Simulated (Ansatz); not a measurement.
B₉As₉⁻, relaxed as a doublet with UKS PBE-D4/def2-SVP in Ansatz, starting from the PBE-D4/def2-SVP geometry of the neutral singlet. Force threshold 0.03 eV/Å.

Single mean-field runs in def2-SVP are fitted with def2-universal-jkfit.

Start:

```xyz
18

As    2.6707    0.9498    0.4610
As   -2.6614    1.2000   -3.9358
As   -1.1997   -2.2383   -2.5208
As    0.7721    1.3160   -2.1525
As    0.9344    1.7485    4.4526
As   -0.8233    1.4446    1.0659
As    0.8751   -3.1786    1.9766
As    2.2374    0.3271    2.8831
As   -2.2458   -0.7720   -0.5780
B    -1.1376    1.2501   -2.7689
B     0.8385    1.5329   -0.0850
B     0.8360    0.0133    1.0478
B    -0.5710   -0.2575   -1.8849
B    -2.0066   -0.2966   -2.7999
B    -0.3779   -1.5030   -0.7219
B     1.2144   -1.3231    2.1249
B     0.4624   -1.7209    0.6727
B     0.1823    1.5076    2.7630
```

Problem. Estimate the energy that the relaxation releases and the steps that it takes.

Solution. 1.58 eV, in 32 steps; 2.9 min on 2 threads of AMD EPYC 7R13 on a shared host and a share (18 GiB) of an NVIDIA H100 80GB HBM3. No frequencies were taken in this run, so the end may be a saddle point.

Problem. Does the start keep its bonding and symmetry?

Solution. Bonds lost: As8–B12, As9–B13 (atoms count from 1). Bonds formed: B12–B13, B12–B15, B16–B18 (atoms count from 1).

Problem. Predict the relaxed structure.

Solution. 
```xyz
18

As    2.594    0.468    0.171
As   -3.067    1.049   -2.887
As    0.056   -1.829   -2.862
As    0.611    1.937   -2.140
As    1.627    1.936    3.999
As   -0.650    1.522    1.114
As   -0.425   -2.313    2.599
As    2.385    0.001    2.639
As   -1.999   -2.250   -1.489
B    -1.311    1.280   -2.152
B     0.946    1.553   -0.120
B     0.439   -0.181    0.177
B    -0.098   -0.002   -1.750
B    -1.785   -0.378   -2.211
B    -0.155   -1.503   -0.794
B     0.363   -0.536    2.049
B     0.035   -1.758    0.824
B     0.434    1.005    2.830
```
Bond lengths: 20 × As–B 1.91 to 2.43 Å; 12 × B–B 1.65 to 2.01 Å; 3 × As–As 2.48 to 2.52 Å.
